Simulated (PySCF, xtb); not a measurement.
C4H6ClF, SMILES F/C=C/CCCl.

xtb with GFN2-xTB at its own geometry gives an orbital gap of 5.24 eV and a dipole moment of 3.33 D.

Geometry optimised at r2SCAN-D4/def2-SVP. The structure was generated by enumeration; whether it is a known compound was not checked. One conformer was computed; it need not be the lowest.

Q: What does PBE/def2-TZVP (PySCF) give? (Estimate from the structure and the level; the computed values follow.)

A: gap 5.33 eV (levels -6.06 and -0.74 eV), dipole 2.45 D.
